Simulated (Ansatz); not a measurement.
ClF₃Sn (`[F][Sn]([F])([F])[Cl]`), relaxed with RKS PBE0-D4/def2-TZVP in Ansatz from a PBE-D4/def2-SVP geometry. The force threshold is 0.005 eV/Å; the program also tests the step.

Charge 0, multiplicity 1. Sn: def2 effective core potential.

Start:

```xyz
5

F    -0.768    1.008   -1.479
Sn   -0.039   -0.011   -0.008
F    -1.166    0.310    1.529
F    -0.193   -1.885   -0.453
Cl    2.166    0.579    0.411
```

```
step  energy (eV)  largest force (eV/Å)  largest move (Å)
   1  -26500.7290                 1.202             0.000
   2  -26500.8588                 0.368             0.072
   3  -26500.8626                 0.029             0.019
   4  -26500.8626                 0.002             0.002
```

End:

```xyz
5

F    -0.753    0.974   -1.441
Sn   -0.034   -0.009   -0.006
F    -1.135    0.301    1.488
F    -0.193   -1.832   -0.446
Cl    2.114    0.565    0.405
```

Hardware: 4 threads of an Arm Neoverse V2 on a shared host. Wall time 11 s, peak host memory 0.46 GiB.
